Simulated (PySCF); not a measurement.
**Bonding in `OC1CCCCC1`**

Compound: C6H12O.
SMILES with atom numbers: `[OH:1][CH:2]1[CH2:3][CH2:4][CH2:5][CH2:6][CH2:7]1` (hydrogens: H8 on O1; H9 on C2; H10, H11 on C3; H12, H13 on C4; H14, H15 on C5; H16, H17 on C6; H18, H19 on C7)

Geometry (PBE0-D3(BJ)/def2-SVP, Å), atoms numbered from 1 in this order:
```xyz
19
C6H12O angstrom
O      2.434    0.761   -0.033
C      1.124    0.357    0.280
C      0.075    1.247   -0.380
C     -1.345    0.814   -0.031
C     -1.579   -0.655   -0.371
C     -0.539   -1.549    0.295
C      0.879   -1.111   -0.055
H      2.544    0.668   -0.986
H      1.039    0.480    1.376
H      0.218    1.190   -1.477
H      0.259    2.294   -0.093
H     -1.514    0.967    1.050
H     -2.077    1.454   -0.549
H     -2.596   -0.961   -0.076
H     -1.522   -0.786   -1.467
H     -0.671   -1.504    1.391
H     -0.694   -2.602    0.011
H      1.050   -1.249   -1.140
H      1.631   -1.728    0.462
```

Bond orders from the PBE0/pcSseg-1 density (PySCF). Geometry: PBE0-D3(BJ)/def2-SVP, one conformer, isolated molecule.

(1) Where do the orders between heavy atoms depart from those drawn in the SMILES?

(2) Give the Mayer order of every bond, beside its length.

Answers

(1) The largest departure is 0.091, at O1–C2 (drawn single, 0.909).

(2) 
```json
{"bond": "O1–C2", "drawn as": "single", "length (Å)": "1.406", "Mayer order": "0.909"}
{"bond": "C2–C3", "drawn as": "single", "length (Å)": "1.526", "Mayer order": "1.005"}
{"bond": "C3–C4", "drawn as": "single", "length (Å)": "1.525", "Mayer order": "1.028"}
{"bond": "C4–C5", "drawn as": "single", "length (Å)": "1.526", "Mayer order": "1.032"}
{"bond": "C5–C6", "drawn as": "single", "length (Å)": "1.526", "Mayer order": "1.032"}
{"bond": "C6–C7", "drawn as": "single", "length (Å)": "1.525", "Mayer order": "1.028"}
{"bond": "C7–C2", "drawn as": "single", "length (Å)": "1.526", "Mayer order": "1.005"}
{"bond": "O1–H8", "drawn as": "single", "length (Å)": "0.964", "Mayer order": "0.959"}
{"bond": "C2–H9", "drawn as": "single", "length (Å)": "1.105", "Mayer order": "0.930"}
{"bond": "C3–H10", "drawn as": "single", "length (Å)": "1.107", "Mayer order": "0.940"}
{"bond": "C3–H11", "drawn as": "single", "length (Å)": "1.101", "Mayer order": "0.949"}
{"bond": "C4–H12", "drawn as": "single", "length (Å)": "1.105", "Mayer order": "0.945"}
{"bond": "C4–H13", "drawn as": "single", "length (Å)": "1.102", "Mayer order": "0.952"}
{"bond": "C5–H14", "drawn as": "single", "length (Å)": "1.102", "Mayer order": "0.954"}
{"bond": "C5–H15", "drawn as": "single", "length (Å)": "1.105", "Mayer order": "0.947"}
{"bond": "C6–H16", "drawn as": "single", "length (Å)": "1.105", "Mayer order": "0.945"}
{"bond": "C6–H17", "drawn as": "single", "length (Å)": "1.102", "Mayer order": "0.952"}
{"bond": "C7–H18", "drawn as": "single", "length (Å)": "1.107", "Mayer order": "0.940"}
{"bond": "C7–H19", "drawn as": "single", "length (Å)": "1.101", "Mayer order": "0.949"}
```

Bonds between the same two heavy elements. C–C: lowest C2–C3 and C7–C2 (1.005, 1.526 Å), highest C4–C5 and C5–C6 (1.032, 1.526 Å). Bonds named together lie within 0.004.

Task: Sum the orders of all bonds at each heavy atom with more than one neighbour and set the sums beside the valence in the SMILES.

Result: O1 1.868 (drawn 2), C2 3.849 (drawn 4), C3 3.922 (drawn 4), C4 3.957 (drawn 4), C5 3.965 (drawn 4), C6 3.957 (drawn 4), C7 3.922 (drawn 4). Orders between atoms that aren't bonded are not in these sums.

The Mayer order sums products of elements of PS (density times overlap matrix) between the two atoms' basis functions, so it depends on the basis set.
